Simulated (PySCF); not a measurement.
C2H6OSi, SMILES C=CO[SiH3]. Atoms are numbered in the order given.

```xyz
10

C     -0.0984     2.3787     0.0000
C      0.3689     1.1289     0.0000
O     -0.4434     0.0389     0.0000
Si     0.0394    -1.5694     0.0000
H     -1.1725     2.5773     0.0000
H      0.5973     3.2185     0.0000
H      1.4493     0.9240     0.0000
H      0.8542    -1.8689    -1.2135
H     -1.2104    -2.3669     0.0000
H      0.8542    -1.8689     1.2135
```
Charge 0, spin multiplicity 1.

The structure is a stationary point at B3LYP-D3(BJ)/def2-SVP. The geometry has at least one imaginary mode, so it is a saddle point at that level. Other conformers were not sampled.

Two levels are set side by side: PBE/pcSseg-1 (PySCF) and HF/pcSseg-1 (PySCF). GIAO shifts against H2O (¹⁷O), TMS (²⁹Si), TMS (¹H), TMS (¹³C) at the same level; non-relativistic, no solvent, atoms listed together averaged. Differences are taken from unrounded values.

```
quantity                       HF    PBE  PBE minus HF
--------------------------  -----  -----  ------------
δ(¹³C) of C1 (ppm)          105.1  100.8          -4.3
δ(¹³C) of C2 (ppm)          155.6  154.8          -0.8
δ(¹⁷O) of O3 (ppm)           60.7  114.6          53.9
δ(²⁹Si) of Si4 (ppm)        -36.1  -30.4           5.7
δ(¹H) of H7 (ppm)            6.61   6.73          0.11
δ(¹H) of H8, H9, H10 (ppm)   4.62   5.32          0.69
```

Rough cost on one machine, each run with all the roots and properties that it gave: HF against PBE within a factor of 2.
